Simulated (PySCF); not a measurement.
**Molecular orbitals of LaBr**

M06 at R = 2.717 Å; PySCF, scalar-relativistic core potentials, basis sets La def2-TZVPP with ECP46, Br def2-TZVPP. State: singlet, about 0.1 electrons in the 4f shell (Mulliken). Only the outer orbitals are listed, counted within each symmetry, core potentials removing the inner ones.

| orbital | occ. | ε (eV) | on La (%) | main shells (%) |
| --- | --- | --- | --- | --- |
| 8σ | 2 | -25.00 | 93 | 93 La p |
| 4π | 2 | -24.67 | 100 | 100 La p |
| 4π | 2 | -24.67 | 100 | 100 La p |
| 9σ | 2 | -20.41 | 8 | 93 Br s |
| 10σ | 2 | -8.91 | 15 | 84 Br p, 11 La d |
| 5π | 2 | -8.32 | 9 | 90 Br p |
| 5π | 2 | -8.32 | 9 | 90 Br p |
| 11σ | 2 | -4.38 | 100 | 80 La s, 18 La d |
| 2δ | 0 | -2.49 | 100 | 100 La d |
| 2δ | 0 | -2.49 | 100 | 100 La d |
| 6π | 0 | -2.29 | 95 | 86 La d, 8 La p |

Task: Which are the highest filled and the lowest empty level, where do they sit, and how wide is the gap?

Result: Highest filled 11σ at -4.38 eV (in %: 80 La s, 18 La d); lowest empty 2δ at -2.49 eV (in %: 100 La d); the gap at M06 is 1.89 eV.

```
bond order (Mayer)                               : 1.22
⟨S²⟩                                             : 0.000
charge on La (Mulliken, basis-dependent)         : 0.30
charge on La (Löwdin, basis-dependent)           : -0.30
dipole moment (positive dipole means La(−)Br(+)) : -3.32 D
```

Spin–orbit coupling is left out.
